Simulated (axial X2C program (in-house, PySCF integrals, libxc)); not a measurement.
Excited states of PdCl⁻ by EOM-EE-CCSD

Computed with an axial X2C code built on PySCF integrals: two-component X2C with atomic mean-field Coulomb and Gaunt terms, Gaussian nuclei, basis Pd dyall-acv3z, Cl dyall-av3z with contracted cores.

R = 2.307 Å (near the PBE0 minimum at charge -1 of the determinant lowest at the starting distance; the state shown can have its own minimum elsewhere).

Hartree–Fock spinors of PdCl⁻ (one of each Kramers pair; a window near the gap, which can cut inner shells):

```
  ω  occupied  ε (eV)                     character
3/2       yes   -5.82            65% Cl p, 32% Pd d
3/2       yes   -4.19             96% Pd d, 3% Cl p
5/2       yes   -3.70                     100% Pd d
1/2       yes   -3.63   65% Pd d, 29% Cl p, 2% Pd p
3/2       yes   -3.35   72% Pd d, 23% Cl p, 2% Pd p
1/2       yes   -2.41  65% Pd d, 19% Cl p, 12% Pd s
1/2        no    2.13            87% Pd p, 12% Pd s
1/2        no    2.21                      99% Pd p
3/2        no    2.22                      99% Pd p
1/2        no    2.74            85% Pd s, 14% Pd p
1/2        no    4.16   79% Pd d, 13% Pd p, 6% Pd s
1/2        no    4.21             94% Pd d, 5% Pd p
```

Vertical excitation energies from the closed-shell determinant state of PdCl⁻:

```tsv
Ω	excitation (eV)	cm⁻¹	hole of the leading pair	particle of the leading pair	weight of the pair (for Ω = 0 its time-reversed partner can hold as much again)	singles weight
0⁻	1.309	10560	65% Pd dσ, 11% Pd dπ, 11% Pd sσ	55% Pd sσ, 33% Pd pσ	0.48	0.96
1	1.318	10634	67% Pd dσ, 11% Pd sσ, 9% Cl pσ	55% Pd sσ, 33% Pd pσ	0.94	0.96
2	1.581	12750	83% Pd dπ, 7% Cl pπ, 6% Pd dδ	54% Pd sσ, 33% Pd pσ	0.94	0.94
0⁺	1.612	12998	43% Pd dσ, 36% Pd dπ, 8% Pd sσ	53% Pd sσ, 38% Pd pσ	0.46	0.94
1	1.656	13353	80% Pd dπ, 9% Pd dδ, 7% Cl pπ	54% Pd sσ, 34% Pd pσ	0.82	0.94
3	1.844	14870	100% Pd dδ	55% Pd sσ, 33% Pd pσ	0.95	0.95
0⁻	1.860	15003	76% Pd dπ, 10% Pd dσ, 7% Cl pπ	55% Pd sσ, 33% Pd pσ	0.47	0.94
2	1.899	15319	100% Pd dδ	55% Pd sσ, 34% Pd pσ	0.92	0.95
0⁺	1.924	15515	52% Pd dπ, 30% Pd dσ	54% Pd sσ, 36% Pd pσ	0.45	0.94
```

This point took 3.9 min on 1 thread of Arm Neoverse N1, on a shared host.

Reference electrons by ω block (each with its −ω partner): 1/2: 21, 3/2: 9, 5/2: 2. 18 electrons of PdCl⁻ correlated (inner shells frozen), 84 natural virtual spinors (a truncated set); levels can be off by some tenths of an eV. Roots sought by Ω: (0: 5, 1: 4, 2: 3, 3: 1); the list ends where they run out and leaves out roots under 60 % singles weight. The solver can skip a root, and states that need a further excitation, which the method places far too high, are missing though they may lie low or lowest. T1 of the reference 0.025 (Lee–Taylor). Some roots did not converge and are left out. The highest Hartree–Fock level of the anion lies at -2.41 eV; relaxation, partly offset by correlation, puts the detachment threshold some tenths of an eV to over one eV lower in magnitude, and states above it are held by the basis set and are not bound. Number of frozen shells: Pd 4 s, 3 p, 1 d; Cl 2 s, 1 p.
